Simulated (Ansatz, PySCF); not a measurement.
Molecule: C₂H₃Cl₂, charge 0, multiplicity 2. It need not be the lowest isomer of its formula. 
Structure (B3LYP-D3(BJ)/def2-TZVP (Ansatz, a quantum-chemistry and plane-wave program) minimum search):
SMILES: Cl[CH]CCl
```xyz
7

C      0.5824    -0.7859     0.4126
C     -0.8011    -0.4146     0.6569
Cl    -1.6377     0.1690    -0.9037
Cl     1.7993     0.4070     0.3901
H      0.8612    -1.7377    -0.0133
H     -0.9041     0.4150     1.3491
H     -1.3931    -1.2668     0.9784
```
Charge 0, spin multiplicity 2.

Total electronic energies in hartree. Cores are frozen in the correlated levels unless marked. Open shells are spin-unrestricted. No spin-orbit coupling. No relativistic terms. Basis-set limits of correlation are two-point, X^-3; Hartree-Fock from the larger set. The bracket is a focal-point correction in the basis named.

```json
[
 {"level": "HF/STO-3G", "program": "Ansatz", "energy (Eh)": "-985.66076"},
 {"level": "HF/aug-cc-pV(T+d)Z", "program": "Ansatz", "energy (Eh)": "-996.50815"},
 {"level": "HF/cc-pV(T+d)Z", "program": "Ansatz", "energy (Eh)": "-996.50633"},
 {"level": "HF-D4/def2-TZVPD", "program": "PySCF + dftd4", "energy (Eh)": "-996.51163"},
 {"level": "CAM-B3LYP/def2-TZVPD", "program": "Ansatz", "energy (Eh)": "-998.40137"},
 {"level": "LC-wPBE-D4/def2-TZVPD", "program": "Ansatz + dftd4", "energy (Eh)": "-998.12304"},
 {"level": "MP2/STO-3G", "program": "Ansatz", "energy (Eh)": "-985.76558"},
 {"level": "MP2/6-31G", "program": "Ansatz", "energy (Eh)": "-996.56753"},
 {"level": "MP2/6-31G*", "program": "Ansatz", "energy (Eh)": "-996.89598"},
 {"level": "RI-MP2/aug-cc-pV(T+d)Z", "program": "Ansatz", "energy (Eh)": "-997.21300"},
 {"level": "RI-MP2/CBS(cc-pV(T+d)Z,cc-pV(Q+d)Z)", "program": "Ansatz", "energy (Eh)": "-997.3102"},
 {"level": "SCS-MP2/cc-pVTZ", "program": "Ansatz", "energy (Eh)": "-997.18399"},
 {"level": "CCSD/STO-3G", "program": "Ansatz", "energy (Eh)": "-985.80112"},
 {"level": "CCSD(T)/cc-pVTZ", "program": "Ansatz", "energy (Eh)": "-997.27527"},
 {"level": "RI-MP2/CBS(aug-cc-pV(T+d)Z,aug-cc-pV(Q+d)Z)+[CCSD(T)-MP2]/aug-cc-pV(T+d)Z", "program": "Ansatz", "energy (Eh)": "-997.3975"}
]
```

Totals of different functionals don't rank their quality; only differences between species are comparable.
